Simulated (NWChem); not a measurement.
**iminoborane (H2BN)**

```xyz
4

B      0.0000     0.0000    -0.7011
N      0.0000     0.0000     0.5488
H      0.0000     0.0000    -1.8910
H      0.0000     0.0000     1.5544
```
Charge 0, spin multiplicity 1.

Everything below was run with NWChem. The geometry was optimised at PBE/def2-SVP, a minimum by its harmonic frequencies.

Static limit.

### Question
Give the polarisability tensor in bohr³ at PBE/def2-SVPD, in the frame of the coordinates, and its isotropic mean.

### Answer
```
19.15   0.00   0.00
 0.00  19.15   0.00
 0.00   0.00  31.16
```
Mean (one third of the trace): 23.15 bohr³.
